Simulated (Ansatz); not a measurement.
The inner images of a band of C2H5FOSi (10 atoms, charge 0, multiplicity 1) are given out of order.

Theory: RKS r2SCAN-D4/def2-SVP (Ansatz).

First end point:

```xyz
10
Properties=species:S:1:pos:R:3
C -1.042 -0.524 0.746
C 0.376 -0.431 0.255
O 0.505 -0.646 -1.241
Si 0.991 0.888 -0.827
F 0.021 2.105 -1.265
H -1.706 0.184 0.226
H -1.084 -0.307 1.825
H -1.436 -1.542 0.586
H 1.079 -1.085 0.796
H 2.379 1.307 -1.098
```

Last end point:

```xyz
10
Properties=species:S:1:pos:R:3
C -0.908 -0.490 0.562
C 0.511 -0.076 0.309
O 0.824 -0.216 -1.165
Si 1.026 1.653 -0.374
F -0.481 2.139 -0.856
H -1.601 0.121 -0.034
H -1.140 -0.326 1.626
H -1.084 -1.556 0.334
H 1.253 -0.650 0.886
H 1.683 -0.650 -1.286
```

Task: Put them in order from the first end to the last, with their energies above the first end.
A.
```xyz
10
Properties=species:S:1:pos:R:3
C -1.029 -0.503 0.722
C 0.415 -0.444 0.305
O 0.537 -0.673 -1.180
Si 0.992 0.880 -0.793
F -0.034 2.102 -1.069
H -1.631 0.204 0.131
H -1.161 -0.269 1.789
H -1.420 -1.517 0.528
H 1.099 -1.091 0.878
H 2.316 1.259 -1.308
```
B.
```xyz
10
Properties=species:S:1:pos:R:3
C -0.933 -0.483 0.573
C 0.528 -0.250 0.275
O 0.838 -0.502 -1.147
Si 1.072 1.480 -0.348
F -0.350 2.116 -0.870
H -1.575 0.158 -0.049
H -1.112 -0.210 1.627
H -1.253 -1.531 0.445
H 1.198 -0.839 0.928
H 1.670 0.009 -1.432
```
C.
```xyz
10
Properties=species:S:1:pos:R:3
C -1.002 -0.478 0.666
C 0.457 -0.462 0.304
O 0.648 -0.623 -1.063
Si 1.018 1.055 -0.585
F -0.147 2.146 -0.911
H -1.568 0.208 0.015
H -1.166 -0.218 1.717
H -1.369 -1.498 0.462
H 1.149 -1.009 0.965
H 2.064 0.829 -1.567
```
D.
```xyz
10
Properties=species:S:1:pos:R:3
C -1.017 -0.492 0.695
C 0.440 -0.448 0.334
O 0.585 -0.655 -1.107
Si 0.987 0.933 -0.714
F -0.082 2.133 -0.943
H -1.583 0.203 0.055
H -1.194 -0.240 1.749
H -1.391 -1.507 0.481
H 1.127 -1.051 0.947
H 2.210 1.073 -1.494
```
E.
```xyz
10
Properties=species:S:1:pos:R:3
C -0.959 -0.476 0.599
C 0.513 -0.371 0.253
O 0.804 -0.590 -1.085
Si 1.087 1.334 -0.414
F -0.260 2.134 -0.890
H -1.573 0.189 -0.026
H -1.115 -0.207 1.656
H -1.311 -1.510 0.452
H 1.182 -0.905 0.952
H 1.715 0.352 -1.494
```
F.
```xyz
10
Properties=species:S:1:pos:R:3
C -0.920 -0.483 0.567
C 0.523 -0.169 0.295
O 0.800 -0.339 -1.178
Si 1.034 1.563 -0.370
F -0.448 2.121 -0.831
H -1.579 0.132 -0.062
H -1.127 -0.221 1.618
H -1.182 -1.546 0.427
H 1.223 -0.781 0.887
H 1.758 -0.330 -1.351
```
G.
```xyz
10
Properties=species:S:1:pos:R:3
C -0.984 -0.466 0.633
C 0.478 -0.450 0.258
O 0.707 -0.630 -1.058
Si 1.074 1.205 -0.473
F -0.194 2.146 -0.891
H -1.568 0.213 -0.004
H -1.132 -0.208 1.688
H -1.349 -1.492 0.453
H 1.165 -0.966 0.954
H 1.886 0.596 -1.558
```

Result: A (+0.05 eV), D (+0.31 eV), C (+0.95 eV), G (+1.62 eV), E (+2.03 eV), B (+1.48 eV), F (+1.13 eV).

Time of the run: 88 s on 2 threads of Intel(R) Xeon(R) 6975P-C (Granite Rapids), with other jobs on the host, peak memory 0.18 GiB.
